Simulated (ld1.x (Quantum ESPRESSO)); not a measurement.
**Rh, TM: configuration errors across variants**

```json
{"Element": "Rh (Z = 45)", "Generator": "ld1.x (Quantum ESPRESSO) 7.5", "Type": "norm-conserving Troullier–Martins (Kleinman–Bylander form)", "Functional": "PBEsol", "Relativity": "scalar-relativistic", "Frozen core": "[Ar] 3d10 4s2", "Valence charge": "15", "Reference configuration": "4p6 4d8.5 5s0.5 5p0", "Partial waves": "5s (bound): rc 2.15 bohr; 4p (bound): rc 1.00 bohr; 4d (bound): rc 1.80 bohr", "Local potential": "all-electron potential smoothed inside 1.85 bohr (lloc = -1)", "Core correction": "Bessel-smoothed model core inside 0.65 bohr"}
```

All-electron excitation energies from the reference (eV): (1) 4p6 4d8 5s1 5p0 0.629; (2) 4p6 4d8 5s0 5p0 8.090; (3) 4p6 4d7 5s0 5p0 27.600; (4) 4p6 4d7 5s1 5p1 7.277; (5) 4p6 4d6 5s0 5p0 60.092; (6) 4p6 4d7 5s2 5p0 3.081; (7) 4p5 4d8 5s1 5p0 57.224.

A true bound ghost makes a file unfit for plane-wave use even where its test errors are small: the radial tests pick states by their node count and pass the ghost by.

Errors AE − PS in meV (a dash: test not solved or not reliable):

```tsv
change	(1)	(2)	(3)	(4)	(5)	(6)	(7)	bound ghosts
base	-5.1	-1.9	-10	-51	-49	-72	-161	s
wave 4d (bound): rc 1.80 bohr becomes 4d (bound): rc 1.14 bohr	-4.9	-1.5	-7.8	-51	-46	-73	-139	s
wave 4d (bound): rc 1.80 bohr becomes 4d (bound): rc 1.48 bohr	-5.2	-1.8	-9.3	-52	-49	-74	-144	s
wave 4d (bound): rc 1.80 bohr becomes 4d (bound): rc 1.90 bohr	-5.0	-1.9	-11	-51	-48	-70	-171	s
wave 4d (bound): rc 1.80 bohr becomes 4d (bound): rc 2.20 bohr	-4.0	-2.3	-12	-43	-33	-57	-226	s
wave 4d (bound): rc 1.80 bohr becomes 4d (bound): rc 2.36 bohr	-3.0	-2.8	-12	-32	-10	-42	-272	s
wave 4d (bound): rc 1.80 bohr becomes 4d (bound): rc 2.62 bohr	-0.3	-4.0	-7.0	-6.5	+54	-7.2	-354	s
```

(1) Give the same row for: wave 4d (bound): rc 1.80 bohr becomes 4d (bound): rc 1.62 bohr.

## Answers

(1) -5.2, -1.8, -9.6, -52, -49, -73, -149; bound ghosts: s.
